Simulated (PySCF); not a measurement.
fluoroethane cation (C2H5F), SMILES CCF (connectivity only; charge and spin as stated), charge +1, multiplicity 2.

Geometry: PBE0-D3(BJ)/def2-TZVP. The multiplicity is an assumed one; other spin states were not compared.

These are M06-2X/def2-TZVPD run with PySCF values and carry that method's errors.

Isolated molecule, no solvent.

Problem. Estimate the frontier levels, dipole moment and polarisability. (An estimate is asked for; the answer gives what the named calculation found.)

Solution. 
```yaml
"α spin, highest occupied and lowest empty level": -17.96 and -4.68 eV
"β spin, highest occupied and lowest empty level": -19.07 and -12.34 eV
dipole_moment_about_the_centre_of_nuclear_charge: 3.11 D
mean_static_polarisability: 29.1 bohr³ (4.32 Å³)
polarisability_principal_values: 22.5, 26.1, 38.9 bohr³
"⟨S²⟩": 0.754 (pure state 0.75)
```
